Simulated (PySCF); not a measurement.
F2S, charge +1, doublet, at a GFN2-xTB geometry (a state made from the parent by changing its charge; the spin is typed, not shown lowest), atoms displaced at random by about 0.1 Å a coordinate; HF/3-21G (PySCF).

Here is a job for PySCF.
```python
from pyscf import gto, scf
from pyscf.geomopt import geometric_solver

mol = gto.M(
    atom='''
F    -1.216593   -0.352052   -0.271505
S     0.020087    0.496894   -0.131835
F     1.279379   -0.502448    0.059650
''',
    basis='3-21g',
    charge=1,
    spin=1,
    verbose=3,
)

def method(m):
    mf = scf.UHF(m)
    return mf

conv, mol_eq = geometric_solver.kernel(method(mol), maxsteps=100, convergence_set='GAU_LOOSE')
print('optimisation converged:', conv)
print(mol_eq.tostring(format='xyz'))
mf = method(mol_eq)
mf.kernel()
```

What the program printed (banner, timings and long lists left out):

```
Custom engine selected.
Bonds will be generated from interatomic distances less than 1.20 times sum of covalent radii
9 internal coordinates being used (instead of 9 Cartesians)
Internal coordinate system (atoms numbered from 1):
Distance 1-2
Distance 2-3
Angle 1-2-3
Translation-X 1-3
Translation-Y 1-3
Translation-Z 1-3
Rotation-A 1-3
Rotation-B 1-3
Rotation-C 1-3
<class 'geometric.internal.Distance'> : 2
<class 'geometric.internal.Angle'> : 1
<class 'geometric.internal.TranslationX'> : 1
<class 'geometric.internal.TranslationY'> : 1
<class 'geometric.internal.TranslationZ'> : 1
<class 'geometric.internal.RotationA'> : 1
<class 'geometric.internal.RotationB'> : 1
<class 'geometric.internal.RotationC'> : 1
> ===== Optimization Info: ====
> Job type: Energy minimization
> Maximum number of optimization cycles: 100
> Initial / maximum trust radius (Angstrom): 0.100 / 0.300
> Convergence Criteria:
> Will converge when all 5 criteria are reached:
>  |Delta-E| < 1.00e-06
>  RMS-Grad  < 1.70e-03
>  Max-Grad  < 2.50e-03
>  RMS-Disp  < 6.70e-03
>  Max-Disp  < 1.00e-02
> === End Optimization Info ===

Geometry optimization cycle 1
Cartesian coordinates (Angstrom)
 Atom        New coordinates             dX        dY        dZ
   F  -1.216593  -0.352052  -0.271505    0.000000  0.000000  0.000000
   S   0.020087   0.496894  -0.131835    0.000000  0.000000  0.000000
   F   1.279379  -0.502448   0.059650    0.000000  0.000000 -0.000000

WARN: Mole.unit (angstrom) is changed to Bohr

converged SCF energy = -592.895847406927  <S^2> = 0.75746935  2S+1 = 2.0074555
--------------- UHF_Scanner gradients ---------------
         x                y                z
0 F     0.0684728891     0.0668929467     0.0072076391
1 S    -0.0917630672    -0.0679415032    -0.0102328763
2 F     0.0232901781     0.0010485566     0.0030252371
----------------------------------------------
cycle 1: E = -592.895847407  dE = -592.896  norm(grad) = 0.151357
Step    0 : Gradient = 8.739e-02/1.146e-01 (rms/max) Energy = -592.8958474069
[...]
Geometry optimization cycle 2
Cartesian coordinates (Angstrom)
 Atom        New coordinates             dX        dY        dZ
   F  -1.159779  -0.411721  -0.262481    0.056814 -0.059669  0.009024
   S   0.052904   0.582330  -0.129791    0.032817  0.085436  0.002044
   F   1.189747  -0.528215   0.048582   -0.089632 -0.025767 -0.011068
converged SCF energy = -592.906864336575  <S^2> = 0.75744817  2S+1 = 2.0074344
[...]
Step    1 : Displace = 8.957e-02/9.392e-02 (rms/max) Trust = 1.000e-01 (=) Grad = 1.583e-02/2.022e-02 (rms/max) E (change) = -592.9068643366 (-1.102e-02) Quality = 1.027
converged SCF energy = -592.907361926077  <S^2> = 0.75772055  2S+1 = 2.0077057
[...]
Step    2 : Displace = 1.844e-02/2.397e-02 (rms/max) Trust = 1.414e-01 (+) Grad = 3.149e-03/4.043e-03 (rms/max) E (change) = -592.9073619261 (-4.976e-04) Quality = 1.081
[...]
Geometry optimization cycle 4
Cartesian coordinates (Angstrom)
 Atom        New coordinates             dX        dY        dZ
   F  -1.183826  -0.410766  -0.265658   -0.000191 -0.001786  0.000022
   S   0.062021   0.576073  -0.128431    0.001756  0.002169  0.000173
   F   1.204678  -0.522912   0.050399   -0.001565 -0.000383 -0.000195
converged SCF energy = -592.907379320306  <S^2> = 0.7578496  2S+1 = 2.0078343
--------------- UHF_Scanner gradients ---------------
         x                y                z
0 F     0.0002504663     0.0002502887     0.0000262167
1 S    -0.0001346186    -0.0004184577    -0.0000065862
2 F    -0.0001158477     0.0001681690    -0.0000196305
----------------------------------------------
cycle 4: E = -592.90737932  dE = -1.73942e-05  norm(grad) = 0.000601186
Step    3 : Displace = 2.135e-03/2.782e-03 (rms/max) Trust = 2.000e-01 (+) Grad = 3.471e-04/4.396e-04 (rms/max) E (change) = -592.9073793203 (-1.739e-05) Quality = 1.086
[...]
Geometry optimization cycle 5
Cartesian coordinates (Angstrom)
 Atom        New coordinates             dX        dY        dZ
   F  -1.183879  -0.410957  -0.265660   -0.000053 -0.000191 -0.000002
   S   0.062110   0.576392  -0.128428    0.000089  0.000319  0.000003
   F   1.204641  -0.523040   0.050397   -0.000036 -0.000128 -0.000001
converged SCF energy = -592.90737954054  <S^2> = 0.75786825  2S+1 = 2.0078528
--------------- UHF_Scanner gradients ---------------
         x                y                z
0 F     0.0000013853     0.0000036604     0.0000000848
1 S     0.0000138463    -0.0000211481     0.0000023740
2 F    -0.0000152316     0.0000174877    -0.0000024588
----------------------------------------------
cycle 5: E = -592.907379541  dE = -2.20234e-07  norm(grad) = 3.46957e-05
Step    4 : Displace = 2.359e-04/3.314e-04 (rms/max) Trust = 2.828e-01 (+) Grad = 2.003e-05/2.539e-05 (rms/max) E (change) = -592.9073795405 (-2.202e-07) Quality = 1.040
[...]
Converged! =D

optimisation converged: True
3
XYZ from PySCF
F          -1.18387868       -0.41095731       -0.26565981
S           0.06211023        0.57639176       -0.12842762
F           1.20464146       -0.52304045        0.05039743

converged SCF energy = -592.907379540883  <S^2> = 0.75787551  2S+1 = 2.0078601
```
